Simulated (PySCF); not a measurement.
CH9AsGaN.
SMILES with atom numbers: `[CH3:1][NH:2][GaH2-:3][AsH3+:4]` (hydrogens: H5, H6, H7 on C1; H8 on N2; H9, H10 on Ga3; H11, H12, H13 on As4)

Computed by this run: PBE0-D3(BJ)/def2-SVP geometry optimisation, gas phase (PySCF 2.14.0); density fitting, grid level 1; the optimiser is geomeTRIC in internal coordinates, started from a GFN2-xTB structure with every atom displaced at random (about 0.01 Å).

Geometry at step 1:
```
atom  x, y, z in Å
C1     -1.6002    0.8295   -0.4671
N2     -1.0803   -0.3507    0.1717
Ga3    -0.0802   -1.7105   -0.5646
As4     2.0977    0.0887    0.0484
H5     -1.2143    1.7712   -0.0302
H6     -2.7045    0.8914   -0.4231
H7     -1.3199    0.8358   -1.5326
H8     -1.3952   -0.4484    1.1350
H9      0.1314   -1.6192   -2.1268
H10     0.2477   -2.9513    0.3333
H11     1.7818    0.7939    1.3563
H12     3.5527    0.5970    0.0012
H13     1.5896    1.2560   -0.7730
```

**Question.** Give the atomic forces at this geometry.

**Answer.** 
| atom | Fx (eV/Å) | Fy (eV/Å) | Fz (eV/Å) |
| --- | --- | --- | --- |
| C1 | 0.011 | -0.049 | -0.026 |
| N2 | -0.101 | -0.116 | 0.190 |
| Ga3 | -0.007 | 0.014 | -0.192 |
| As4 | 0.255 | 0.369 | 0.087 |
| H5 | 0.027 | 0.017 | 0.017 |
| H6 | 0.000 | -0.016 | -0.043 |
| H7 | -0.021 | 0.006 | -0.009 |
| H8 | 0.123 | 0.035 | -0.127 |
| H9 | -0.021 | 0.003 | 0.145 |
| H10 | -0.046 | 0.058 | 0.021 |
| H11 | 0.009 | -0.129 | 0.029 |
| H12 | -0.184 | -0.189 | 0.002 |
| H13 | -0.044 | -0.004 | -0.095 |

The largest, 0.46 eV/Å, acts on As4; the rms over all components is 0.110 eV/Å. The forces sum to zero within rounding, as they must for an isolated molecule in no field.

**Question.** Give the force on As4 in Eh/bohr and in nN.

**Answer.** 0.457 eV/Å ÷ 51.422 = 0.00889 Eh/bohr, and 0.457 eV/Å × 1.602 = 0.73 nN.

**Question.** How far is this geometry from the end of the optimisation?

**Answer.** 0.032 eV above it, and 0.202 Å rms away after alignment. The bonds farthest from their final lengths, with half the difference of the two atoms' forces along the bond (positive lengthens):

| bond | now (Å) | final (Å) | force along bond (eV/Å) |
| --- | --- | --- | --- |
| Ga3–As4 | 2.891 | 2.855 | +0.24 |
| As4–H12 | 1.542 | 1.525 | -0.30 |
| Ga3–H9 | 1.579 | 1.567 | -0.17 |
| N2–H8 | 1.018 | 1.014 | -0.19 |
| As4–H11 | 1.519 | 1.516 | -0.12 |
| N2–Ga3 | 1.842 | 1.840 | +0.05 |

The angle farthest from its final value is Ga3–As4–H13, 96.4° against 105.9°.

Of the 3 listed bonds off by 0.010 Å or more, this force points towards the final length in 2.

The cost below is that of the whole optimisation. The run took 1.8 min wall on one thread, Arm Neoverse V1 (aarch64), on a shared host, and the process peaked at 0.52 GiB of memory.
